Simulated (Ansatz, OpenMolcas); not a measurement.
How basis sets differ on CH7AlOSi (SMILES [CH3][AlH][O][SiH3])

The species is CH7AlOSi (11 atoms), meant as a singlet with charge 0. As SMILES, `[CH3][AlH][O][SiH3]`. The coordinates come from a PBE0-D4/def2-TZVP relaxation. This is one conformer, not always the lowest.

Each level gives the HOMO–LUMO gap (eV). The values are calculated.

```json
{"level": "HF/ANO-RCC-MB (DKH2)", "kind": "Hartree–Fock", "program": "OpenMolcas", "value (eV)": "13.47"}
{"level": "HF/ANO-S-MB", "kind": "Hartree–Fock", "program": "OpenMolcas", "value (eV)": "12.99"}
{"level": "HF/STO-3G", "kind": "Hartree–Fock", "program": "OpenMolcas", "value (eV)": "17.04"}
{"level": "HF/3-21G", "kind": "Hartree–Fock", "program": "OpenMolcas", "value (eV)": "13.02"}
{"level": "HF/cc-pVDZ", "kind": "Hartree–Fock", "program": "OpenMolcas", "value (eV)": "13.08"}
{"level": "HF/cc-pVTZ", "kind": "Hartree–Fock", "program": "Ansatz", "value (eV)": "13.00"}
```

The values span 12.99 to 17.04 eV. A Hartree–Fock LUMO above zero doesn't converge with the basis: it sinks as sets grow more diffuse. Orbital gaps aren't excitation energies.
